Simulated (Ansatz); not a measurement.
`C[NH][Al]([CH3])[F]`. Total charge 0; spin multiplicity 1.

Z-matrix (Å, degrees):
```
C
N 1 1.447
H 1 1.093 2 110.1
H 1 1.097 2 112.4 3 119.2
H 1 1.097 2 112.4 3 -119.2
Al 2 1.763 1 128.8 3 0.1
H 2 1.009 1 112.1 3 -179.9
F 6 1.656 2 115.4 1 180.0
C 6 1.937 2 124.6 1 0.0
H 9 1.094 6 110.8 2 119.8
H 9 1.094 6 110.9 2 -121.9
H 9 1.092 6 112.5 2 -1.0
```

(1) List the harmonic frequencies (cm⁻¹, unscaled) at PBE0-D4/def2-TZVP in Ansatz. (Best estimate.)

(2) Is this a minimum?

(3) Give the ideal-gas thermochemistry at 298.15 K and 1 bar (rigid rotor, harmonic oscillator; point group Cs, symmetry number 1).

(4) And at 400, 500, 600, 800 and 1000 K?

(5) Rotational constants (cm⁻¹)?

Results:

(1) The calculation gave: 49, 123, 124, 155, 197, 231, 306, 529, 573, 668, 683, 781, 857, 1083, 1143, 1162, 1227, 1400, 1443, 1443, 1461, 1485, 1517, 3008, 3046, 3052, 3102, 3122, 3135, 3605.

(2) Yes, all 30 modes are real.

(3) Zero-point energy 243.5 kJ/mol; H(298) − E = 267.2 kJ/mol; entropy 367.6 J/(mol·K), of which translation 165.1, rotation 112.8, vibration 89.7; G(298) − E = 157.6 kJ/mol. Modes under 100 cm⁻¹ are hindered rotations or soft bends, so the harmonic entropy is rough.

(4) 
| T (K) | H − E (kJ/mol) | S (J/mol/K) | G − E (kJ/mol) |
| --- | --- | --- | --- |
| 400 | 280.1 | 404.7 | 118.2 |
| 500 | 294.7 | 437.3 | 76.1 |
| 600 | 311.0 | 467.0 | 30.8 |
| 800 | 347.5 | 519.4 | -68.0 |
| 1000 | 388.2 | 564.7 | -176.5 |

(5) 0.1758, 0.0876, 0.05976.
